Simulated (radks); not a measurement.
These are the eigenvalues of the occupied orbitals of an atom or ion with whole-number occupations (eV). All-electron calculation, non-relativistic Kohn-Sham, PBEsol, spin-polarised, spherical densities, point nucleus. Program: a radial shooting solver on a logarithmic mesh with Libxc functionals.

1s up: -29164.80
1s down: -29164.75
2s up: -4341.611
2s down: -4341.592
2p up: -4069.007
2p down: -4068.969
3s up: -855.2217
3s down: -855.1789
3p up: -742.0141
3p down: -741.9656
3d up: -531.6984
3d down: -531.6540
4s up: -146.0023
4s down: -145.9051
4p up: -107.6898
4p down: -107.5815
4d up: -43.6476
4d down: -43.4342
5s up: -20.2360
5s down: -18.7042
5p up: -12.6725

Which element is it, and in what charge state? The configuration may be excited. Open shells, if any, are filled with parallel spins first.

Answer. Z = 51, antimony, charge +1: Sb+ in [Kr] 4d10 5s2 5p2. The list shows which subshells hold electrons but not how many an open one holds; the 1s level, -1071.8 hartree, gives Z - s = 46.3 by -(Z - s)^2/2, which with screening narrows Z to a few neighbours, and the depths of the outer levels then fix element, charge and occupations together.
